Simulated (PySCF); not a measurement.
From one molecule to another.

First species: SiCl2(NHMe)2, C₂H₈Cl₂N₂Si.
Cartesian coordinates in Å at the PBE0-D3(BJ)/def2-SVP level; atoms count from 1:
```
atom  x, y, z in Å
Si1    0.947   -0.276    0.029
Cl2    1.456    0.034    2.015
Cl3    2.737   -0.552   -0.975
N4     0.026    1.078   -0.434
C5     0.177    2.450   -0.009
H6    -0.482    0.959   -1.305
H7    -0.803    2.941    0.109
H8     0.675    2.476    0.970
H9     0.781    3.056   -0.708
N10    0.060   -1.691   -0.291
C11   -1.268   -1.965    0.208
H12    0.588   -2.506   -0.584
H13   -1.273   -2.555    1.142
H14   -1.784   -1.016    0.415
H15   -1.871   -2.507   -0.540
```

Second species: CH7NSi.
Geometry (PBE0-D3(BJ)/def2-SVP, Å), atoms numbered from 1 in this order:
```
atom  x, y, z in Å
C1    -1.362    0.252    0.241
N2    -0.265   -0.436   -0.394
Si3    1.404   -0.126   -0.061
H4    -2.261   -0.385    0.290
H5    -1.653    1.200   -0.253
H6    -1.096    0.501    1.282
H7    -0.493   -0.830   -1.300
H8     2.199   -1.180   -0.761
H9     1.926    1.211   -0.509
H10    1.618   -0.197    1.418
```

Levels: PBE0/def2-SVPD for HOMO energy, LUMO energy, HOMO–LUMO gap and static isotropic polarisability; TDDFT PBE0/def2-SVPD for lowest singlet excitation; TDA PBE0/def2-SVPD for lowest triplet excitation (Tamm–Dancoff). Geometries: PBE0-D3(BJ)/def2-SVP. Each structure is a single optimised conformer of the isolated species, non-relativistic unless stated. Electronic properties by PySCF.

Values for the first species:

- HOMO energy: -7.38 eV
- LUMO energy: 0.19 eV
- HOMO–LUMO gap: 7.57 eV
- Lowest singlet excitation: 6.35 eV
- Lowest triplet excitation (Tamm–Dancoff): 6.09 eV
- Static isotropic polarisability: 92.7 au

Question: Estimate the same properties for the second species, and the change in each.

Answer: 
```tsv
property	first	second	second less first
HOMO energy	-7.38 eV	-6.77 eV	+0.61 eV
LUMO energy	0.19 eV	0.35 eV	+0.16 eV
HOMO–LUMO gap	7.57 eV	7.12 eV	-0.45 eV
lowest singlet excitation	6.35 eV	5.70 eV	-0.65 eV
lowest triplet excitation (Tamm–Dancoff)	6.09 eV	5.42 eV	-0.67 eV
static isotropic polarisability	92.7 au	50.9 au	-41.8 au
```

On the first: In wavenumbers S1 is 51200 cm⁻¹ (1 eV = 8065.54 cm⁻¹). No computed singlet falls in the visible range (750 to 380 nm, 1.65 to 3.26 eV); S1 lies 3.09 eV above its blue end.

On the second: The 10 singlets span 5.70 to 8.71 eV, and their oscillator strengths add up to 0.26. The principal polarisabilities are 46.3, 48.0 and 58.4 au; their mean is the isotropic value.
